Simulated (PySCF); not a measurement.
A GIAO shielding run with PySCF 2.14 (density fitting, non-relativistic, gas phase) on `N#CC[C@@H]1OCC[SiH2]CO1`, C6H11NO2Si:

```
$ OMP_NUM_THREADS=1 python probes_run.py task.json out

{"job": {"kind": "nmr", "xc": "PBE0", "basis": "pcSseg-1"}, "charge": 0, "multiplicity": 1}
N      3.712301     1.086084    -0.796254
C      3.136429     0.292243    -0.209012
C      2.375600    -0.698094     0.501052
C      0.872281    -0.535940     0.199279
O      0.395434     0.638340     0.808863
C     -0.147484     1.635238    -0.046451
C     -1.541131     1.222637    -0.506983
Si    -2.134922    -0.100766     0.738935
C     -1.150635    -1.715667     0.406142
O      0.236013    -1.649304     0.724372
H      2.520510    -0.579705     1.576765
H      2.692632    -1.698878     0.200995
H      0.713504    -0.478266    -0.896629
H     -0.196454     2.523375     0.586103
H      0.542571     1.834771    -0.875599
H     -1.509992     0.806044    -1.514954
H     -2.202551     2.084557    -0.545744
H     -3.526467    -0.433401     0.401435
H     -2.011152     0.332458     2.125800
H     -1.255472    -2.015589    -0.647678
H     -1.529935    -2.533194     1.017849
```

Hardware: 1 thread of an Arm Neoverse V2, shared host. The job also computes population analyses, field gradients, ring-centre shieldings.

(1) How large is the calculation?

(2) How long does it take, and how much memory does it need?

## Answers

(1) 84 electrons, 232 basis functions and 1219 auxiliary functions.

(2) 62 s of wall time, with 14 SCF cycles and 5 response iterations; peak memory 1.1 GiB. Times on a shared host scatter by some tens of per cent.
